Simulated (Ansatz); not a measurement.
Geometry optimisation, Ansatz 0.2.0, RKS PBE/def2-mTZVP.

Input file:

```yaml
crystal:
  periodic: [false, false, false]
  atoms:
    - { symbol: Ge, position_ang: [-0.430704, 0.0, -0.413794] }
    - { symbol: F, position_ang: [-0.063538, -7.0e-06, 2.454483] }
    - { symbol: F, position_ang: [1.253542, 1.0e-06, -0.026729] }
    - { symbol: F, position_ang: [-0.686096, 1.402044, -1.411043] }
    - { symbol: F, position_ang: [-0.686094, -1.402044, -1.411043] }
    - { symbol: H, position_ang: [-1.463791, -1.0e-06, 0.731248] }
    - { symbol: H, position_ang: [-0.993118, 6.0e-06, 2.540677] }
basis:
  gaussian: { orbitals: def2-mTZVP }
hamiltonian:
  xc: pbe
relax:
  f_tol: 0.03
  max_steps: 50
output:
  orbitals: {}
```

Run as:

```bash
$ ansatz run input.yaml --threads 4 --pin off --max-ram 5120MiB --backend cpu --events-out ev --progress --plain --runs-dir out
```

Problem. Where does it end, and by what steps?

Solution. It converged. The force dipped under the threshold on the way, but the program's further checks kept it going. After 39 steps the energy has fallen by 0.408 eV; H7 moved furthest, 1.10 Å.

| step | energy less start (eV) | largest force component (eV/Å) | accepted |
| --- | --- | --- | --- |
| 0 | 0.0000 | 0.479 | yes |
| 2 | -0.1494 | 1.035 | yes |
| 4 | -0.2264 | 0.217 | yes |
| 6 | -0.1585 | 2.637 | no |
| 8 | -0.2581 | 0.346 | yes |
| 10 | -0.2467 | 1.464 | no |
| 12 | -0.2672 | 0.367 | no |
| 14 | -0.2687 | 0.243 | yes |
| 16 | -0.2718 | 0.114 | yes |
| 18 | -0.1827 | 2.244 | no |
| 20 | -0.2733 | 0.736 | no |
| 22 | -0.2804 | 0.159 | yes |
| 24 | -0.2891 | 0.109 | yes |
| 26 | -0.3018 | 0.758 | yes |
| 28 | -0.3172 | 0.097 | yes |
| 30 | -0.3405 | 0.446 | yes |
| 32 | -0.3528 | 0.418 | yes |
| 34 | -0.3850 | 0.642 | yes |
| 36 | -0.3889 | 1.097 | yes |
| 38 | -0.4077 | 0.124 | yes |
| 39 | -0.4080 | 0.006 | yes |

```xyz
7
Properties=species:S:1:pos:R:3
Ge -0.593 0.001 -0.525
F -0.711 -0.002 2.863
F 0.747 0.001 0.616
F -0.331 1.393 -1.522
F -0.331 -1.394 -1.520
H -1.948 0.001 0.179
H 0.098 -0.002 2.372
```

Whether the end is a true minimum wasn't checked by a vibrational analysis.

Time of the run: 51 s on 4 threads of Intel(R) Xeon(R) Platinum 8375C CPU @ 2.90GHz (Ice Lake), with other jobs on the host, peak memory 0.17 GiB.
